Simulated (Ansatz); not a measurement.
Reaction (formal exchange of groups at the Si–O bond): `[OH][In]([SH])[O][SiH3]` + `[CH3][GaH2]` → `[SiH3][CH2][GaH2]` + `[OH][In]([OH])[SH]`

Computed with Ansatz on PBE0-D4/def2-TZVP structures; ΔE is electronic, products minus reactants. CBS: MP2 limit from def2 TZ/QZ plus the TZ coupled-cluster correction, frozen cores. Functionals use def2-TZVPP. B3LYP here is the variant with VWN-RPA as its local correlation; programs differ in this. def2 core potentials past Kr. For Ga, In outer-core shells are correlated without core-valence functions, which leaves a few kJ/mol of doubt a bond. Scalar relativity is left out up to krypton. Each species was taken in one conformer, which may not be the lowest.

`[OH][In]([SH])[O][SiH3]`:

```xyz
10

O    -1.969   -2.022    1.559
In   -0.858   -1.206    0.159
S    -0.504   -2.025   -2.015
O     0.005    0.477    0.753
Si    1.001    1.554    0.050
H    -1.952   -1.494    2.362
H     0.301   -0.988   -2.311
H     2.285    1.649    0.795
H     0.371    2.902    0.004
H     1.320    1.153   -1.357
```

`[CH3][GaH2]`:

```xyz
7

C     0.830   -0.323   -0.159
Ga   -0.985    0.349    0.187
H     1.552    0.459    0.098
H     1.068   -1.205    0.437
H     0.974   -0.553   -1.217
H    -1.677    1.318   -0.843
H    -1.761   -0.045    1.498
```

`[SiH3][CH2][GaH2]`:

Z-matrix (Å, degrees):
```
Si
C 1 1.867
H 1 1.490 2 110.5
H 1 1.489 2 112.2 3 120.5
H 1 1.490 2 110.5 3 -118.9
Ga 2 1.967 1 112.9 3 59.5
H 2 1.094 1 108.2 3 -179.2
H 2 1.094 1 108.2 3 -61.6
H 6 1.571 2 119.7 1 -89.4
H 6 1.571 2 119.7 1 89.8
```

`[OH][In]([OH])[SH]`:

```xyz
7

O    -0.126   -1.730    1.083
In    0.013   -0.081    0.002
O    -0.617    1.543    0.929
S     0.839    0.055   -2.207
H     0.183   -2.517    0.628
H    -0.925    1.347    1.818
H     0.633    1.384   -2.253
```

**Question.** Is it downhill or uphill in electronic energy at CCSD(T)/CBS, and by how much? (Estimate.)

**Answer.** Ansatz gave: Uphill: ΔE = +95.1 kJ/mol.

**Question.** What do these levels give: BLYP-D4, ωB97X-V, PBE-QIDH, r2SCAN, B3LYP, MP2/def2-QZVPP? (Estimate.)

**Answer.** The calculation gave: BLYP-D4 91.1, ωB97X-V 94.8, PBE-QIDH 92.8, r2SCAN 92.3, B3LYP 97.0, MP2/def2-QZVPP 96.5 kJ/mol.

Largest T1 diagnostic among the species: 0.016.

Leaving LDA and LC-ωPBE aside and taking each functional with its dispersion term where it has one, the values, not all of them listed here, spread over 27.2 kJ/mol, from revPBE-D4 to BHLYP-D4. From BLYP to BHLYP (50 % exact exchange), in def2-TZVPP and without D4, ΔE moves by +12.7 kJ/mol.
